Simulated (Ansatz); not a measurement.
Consider the isomerisation: `C[Si]1([SiH3])CC1` → `[SiH3]C[SiH]1CC1`.

Calculated with Ansatz (gas phase, PBE0-D4/def2-TZVP geometries, no zero-point term in ΔE). CBS: MP2 limit from def2 TZ/QZ plus the TZ coupled-cluster correction, frozen cores. One conformer a species, not always the lowest.

```json
{"species": "`C[Si]1([SiH3])CC1`", "CCSD/def2-TZVPP energy (Eh)": "-698.15956"}
{"species": "`[SiH3]C[SiH]1CC1`", "CCSD/def2-TZVPP energy (Eh)": "-698.15776"}
```

Problem. Work out ΔE.

Solution. ΔE = (-698.15776) − (-698.15956) = 0.00180 Eh = +4.7 kJ/mol. CCSD(T)/CBS gives +5.7 kJ/mol.

Largest T1 diagnostic among the species: 0.011.

In def2-TZVPP, CCSD(T) changes the Hartree–Fock value by +8.9 kJ/mol (the triples alone add +1.8 kJ/mol) and MP2 by +4.7 kJ/mol. From PBE to PBE0 (25 % exact exchange), in def2-TZVPP and without D4, ΔE moves by −4.6 kJ/mol.
